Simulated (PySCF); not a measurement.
# Telling isomers of C$_{6}$H$_{11}$N apart by NMR

Theoretical values (PySCF): σ from GIAO-PBE0/pcSseg-1, coordinates at the GFN2-xTB level. One conformer, non-relativistic, rapidly exchanging positions averaged, in vacuum.

Chemical shifts δ = σref − σ; 1H, 13C against TMS, all at this level. Where no couplings were computed, multiplicities follow the n + 1 count of equivalent neighbours, and m marks all less simple cases (inequivalent or close neighbours, rings, F or P nearby). Shifts are as computed. Against solution values, carbons near 30 ppm lie about +3 ppm off and those near 130 ppm about +5 ppm. Of 1211 compounds with measured shifts, 218 miss one by over three times the rms of a fit or turn the order of signals round; such compounds aren't used in these exercises. OH and NH positions are gas-phase values without hydrogen bonding to other molecules.

(1) Tabulate the signals of `N[C@H]1C[C@@H]2C[C@@H]2C1`, `C=NC/C=C\CC` and their relative energies.

(2) What is the quickest way to tell N[C@H]1C[C@@H]2C[C@@H]2C1 from C=NC/C=C\CC?

## Answers

(1) 
| SMILES | carbon types | δC | δH | E rel. (kcal/mol) |
| --- | --- | --- | --- | --- |
| N[C@H]1C[C@@H]2C[C@@H]2C1 | 3×CH 3×CH2 | 52.4, 42.0, 20.8, 11.1 | 3.42 (m, 1H), 2.08 (m, 2H), 1.77 (m, 2H), 1.31 (m, 2H), 0.68 (br s, 2H), 0.33 (m, 1H), -0.13 (m, 1H) | 0.0 |
| C=NC/C=C\CC | 2×CH 3×CH2 1×CH3 | 154.1, 139.5, 135.0, 65.2, 25.2, 17.0 | 7.75 (d, 1H), 7.20 (d, 1H), 6.27 (m, 1H), 5.85 (m, 1H), 4.37 (d, 2H), 2.17 (m, 2H), 0.93 (t, 3H) | 19.3 |

Energies are electronic energies at PBE0/pcSseg-1 on these geometries, without zero-point or thermal terms, each for the one conformer computed, which needn't be the lowest.

(2) Count the carbon signals: 4 against 6. The first has an sp3 CH bonded to N at 52.4 ppm, the second a C=N carbon (CH2) at 154.1 ppm. In the proton spectra the most deshielded non-exchanging signals are 3.42 (m, 1H) and 7.75 (d, 1H).
